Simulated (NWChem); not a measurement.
System: C3H4F2Si; SMILES [SiH2](F)[C@@H](F)C#C

The following NWChem deck was run.

```
start job
memory heap 200 mb stack 900 mb global 1100 mb
geometry units angstroms noautosym nocenter noautoz
  C      1.360790     2.224105    -0.036788
  C      0.411213     1.482617    -0.161179
  C     -0.686560     0.545034    -0.320319
  F     -1.609102     0.648316     0.708375
  Si    -0.063633    -1.255299    -0.405382
  F      0.843258    -1.578410     0.898517
  H      2.198500     2.887918     0.076381
  H     -1.211362     0.763243    -1.271762
  H     -1.240168    -2.164188    -0.398486
  H      0.773258    -1.418346    -1.624288
end
basis spherical
  * library def2-svp
end
dft
  xc m05-2x
  iterations 150
end
cosmo
  do_cosmo_smd true
  solvent benzene
end
task dft energy
```

Excerpt of the output:

```
             Northwest Computational Chemistry Package (NWChem) 7.3.0
             --------------------------------------------------------

                             Geometry "geometry" -> ""
                             -------------------------

 Output coordinates in angstroms (scale by  1.889725989 to convert to a.u.)

  No.       Tag          Charge          X              Y              Z
 ---- ---------------- ---------- -------------- -------------- --------------
    1 C                    6.0000     1.36079000     2.22410500    -0.03678800
    2 C                    6.0000     0.41121300     1.48261700    -0.16117900
    3 C                    6.0000    -0.68656000     0.54503400    -0.32031900
    4 F                    9.0000    -1.60910200     0.64831600     0.70837500
    5 Si                  14.0000    -0.06363300    -1.25529900    -0.40538200
    6 F                    9.0000     0.84325800    -1.57841000     0.89851700
    7 H                    1.0000     2.19850000     2.88791800     0.07638100
    8 H                    1.0000    -1.21136200     0.76324300    -1.27176200
    9 H                    1.0000    -1.24016800    -2.16418800    -0.39848600
   10 H                    1.0000     0.77325800    -1.41834600    -1.62428800

 Effective nuclear repulsion energy (a.u.)     276.4319206627

                                 NWChem DFT Module
                                 -----------------

 Summary of "ao basis" -> "ao basis" (spherical)
 ------------------------------------------------------------------------------
       Tag                 Description            Shells   Functions and Types
 ---------------- ------------------------------  ------  ---------------------
 C                          def2-svp                 6       14   3s2p1d
 F                          def2-svp                 6       14   3s2p1d
 Si                         def2-svp                 8       18   4s3p1d
 H                          def2-svp                 3        5   2s1p

 in cosmo_initialize ...
 calling solv_data for solv:benzene

 solvent parameters
 solvname_short: benzene
 solvname_long:  benzene
 dielec:        2.2706
 dielecinf:     2.2533
 nonaqueous SMD model solvent descriptors
 dielec:        2.2706
 sola:          0.0000
 solb:          0.1400
 solc:          1.0000
 solg:         40.6200
 solh:          0.0000
 soln:          1.5011

[...]

                                COSMO-SMD solvation results
                                ---------------------------

             internal energy in gas <Psi(g)|H|Psi(g)> =      -605.485703191625
         internal energy in solvent <Psi(s)|H|Psi(s)> =      -605.485198888561
                               delta internal energy  =         0.000504303063 (    0.32 kcal/mol)
   total free energy in solvent <Psi(s)|H+V/2|Psi(s)> =      -605.491611084249
 polarization energy contribution <Psi(s)|V/2|Psi(s)> =        -0.006412195687 (   -4.02 kcal/mol)
    total free energy in solvent including G(SMD-CDS) =      -605.491310343656
                       G(SMD-CDS) energy contribution =         0.000300740593 (    0.19 kcal/mol)
     1 M fixed-concentration free energy of solvation =        -0.005607152031 (   -3.52 kcal/mol)

                       DFT Final Molecular Orbital Analysis
                       ------------------------------------

 Vector   25  Occ=2.000000D+00  E=-4.109495D-01
              MO Center=  4.0D-02, -4.8D-01, -5.5D-01, r^2= 4.0D+00
   Bfn.  Coefficient  Atom+Function         Bfn.  Coefficient  Atom+Function
  ----- ------------  ---------------      ----- ------------  ---------------
   104      0.309613  10 H  s                47      0.256351   4 F  py
   105      0.223005  10 H  s                33      0.200782   3 C  py
    50     -0.193863   4 F  py               64      0.191939   5 Si px
    66     -0.145385   5 Si pz               18     -0.142713   2 C  px
    99     -0.142813   9 H  s                78      0.136072   6 F  px

 Vector   26  Occ=2.000000D+00  E=-3.673457D-01
              MO Center=  7.5D-01,  1.7D+00, -1.1D-01, r^2= 2.0D+00
   Bfn.  Coefficient  Atom+Function         Bfn.  Coefficient  Atom+Function
  ----- ------------  ---------------      ----- ------------  ---------------
    20      0.393077   2 C  pz                6      0.381336   1 C  pz
    23      0.239935   2 C  pz                9      0.223709   1 C  pz
     4     -0.117022   1 C  px               18     -0.111430   2 C  px
    46      0.098011   4 F  px               19      0.090541   2 C  py
     5      0.078199   1 C  py               21     -0.074212   2 C  px

 Vector   27  Occ=2.000000D+00  E=-3.365943D-01
              MO Center=  4.1D-01,  1.2D+00, -1.7D-01, r^2= 3.3D+00
   Bfn.  Coefficient  Atom+Function         Bfn.  Coefficient  Atom+Function
  ----- ------------  ---------------      ----- ------------  ---------------
     5      0.281992   1 C  py               19      0.247545   2 C  py
    33     -0.227431   3 C  py                4     -0.213163   1 C  px
     8      0.192649   1 C  py               22      0.185786   2 C  py
    31      0.178469   3 C  s                65      0.178767   5 Si py
    94     -0.155777   8 H  s                18     -0.148210   2 C  px

 Vector   28  Occ=0.000000D+00  E= 3.625202D-02
              MO Center=  2.9D-01,  1.2D+00, -9.2D-02, r^2= 4.0D+00
   Bfn.  Coefficient  Atom+Function         Bfn.  Coefficient  Atom+Function
  ----- ------------  ---------------      ----- ------------  ---------------
     9      0.448331   1 C  pz               21      0.354585   2 C  px
    45      0.316314   4 F  s                23     -0.312742   2 C  pz
    35      0.302705   3 C  px                8      0.291133   1 C  py
    37     -0.289813   3 C  pz              100      0.288622   9 H  s
     6      0.286449   1 C  pz               20     -0.222792   2 C  pz

[...]
```

Level: M05-2X/def2-SVP, SMD on the gas-phase geometry. Coordinates come from a PBE0/def2-SVP optimisation. Solvent: benzene.
